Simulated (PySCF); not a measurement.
The dipole of `C=C(C#N)SC(F)(F)F` from its density and from atomic charges.

Coordinates (GFN2-xTB, Å) and charges (e) from the PBE0/pcSseg-1 density (PySCF):

| atom | x | y | z | Mulliken | IAO | Hirshfeld | ESP-fitted |
| --- | --- | --- | --- | --- | --- | --- | --- |
| C1 | -1.153 | -0.599 | 0.091 | +0.0151 | -0.2785 | -0.0742 | -0.2428 |
| C2 | -0.840 | 0.459 | -0.653 | -0.4614 | -0.1383 | -0.0048 | -0.2957 |
| C3 | -1.842 | 1.334 | -1.143 | +0.1817 | +0.1362 | +0.0741 | +0.6058 |
| N4 | -2.663 | 2.031 | -1.531 | -0.2158 | -0.2054 | -0.1908 | -0.4782 |
| S5 | 0.774 | 1.001 | -1.180 | +0.2348 | +0.1934 | +0.0474 | -0.0090 |
| C6 | 1.863 | -0.287 | -0.461 | +0.6656 | +0.7098 | +0.2540 | +0.3519 |
| F7 | 1.580 | -1.508 | -0.914 | -0.2425 | -0.2634 | -0.0759 | -0.1120 |
| F8 | 3.116 | -0.010 | -0.791 | -0.2335 | -0.2525 | -0.0733 | -0.0839 |
| F9 | 1.790 | -0.333 | 0.869 | -0.2429 | -0.2637 | -0.0760 | -0.1128 |
| H10 | -2.187 | -0.793 | 0.322 | +0.1520 | +0.1850 | +0.0712 | +0.1747 |
| H11 | -0.434 | -1.292 | 0.486 | +0.1469 | +0.1774 | +0.0483 | +0.2020 |

Task: What dipole does each set of charges give (1 e·Å = 4.803 D), and what does the density give?

Result: The full density gives (1.08, -2.18, 1.37) D, 2.80 D in size; dipole vectors point from the negative to the positive end.

```
    scheme    μx     μy    μz  size (D)  share of the full size (%)  angle to the full dipole (°)
  Mulliken  0.43  -1.12  0.75      1.42                          51                             5
       IAO  0.23  -0.14  0.12      0.30                          11                            29
 Hirshfeld  1.49  -1.20  0.67      2.03                          72                            25
ESP-fitted  1.08  -2.19  1.37      2.79                         100                             0
```

Task: Which set comes closest?

Result: Length of the difference vector: ESP-fitted 0.01 D, Hirshfeld 1.28 D, Mulliken 1.39 D, IAO 2.54 D. Closest: ESP-fitted. ESP charges are fitted to the potential around the molecule, whose slowest-falling term is the dipole's. 

Task: What is left for the Hirshfeld atoms' own dipoles?

Result: The shares of the density sum to the whole, so what Σ q r misses lies in dipoles about the nuclei. The atomic dipoles sum to (1.08, -2.18, 1.37) − (1.49, -1.20, 0.67) = (-0.41, -0.98, 0.70) D, 1.28 D in size.

Task: With the origin at the mean of the coordinates, (0.000, 0.000, -0.446) Å, which are the largest single terms, by size, of the Hirshfeld dipole along the direction of the full one?

Result: N4 +2.89, C6 +1.14, C3 -0.75, F9 -0.58, F7 -0.57 D; all 11 atoms together +1.84 D. The single terms depend on the origin, their sum doesn't.

Task: Give the size of the full dipole in other units.

Result: 2.80 D = 1.101 au = 0.583 e·Å = 9.33 × 10⁻³⁰ C·m.

The structure is a single GFN2-xTB conformer in the gas phase; no vibrational or solvent corrections.

The values belong to the conformer `[CH2:1]=[C:2]([C:3]#[N:4])[S:5][C:6]([F:7])([F:8])[F:9]`: C1–C2–S5–C6 1°, C2–S5–C6–F7 60°.
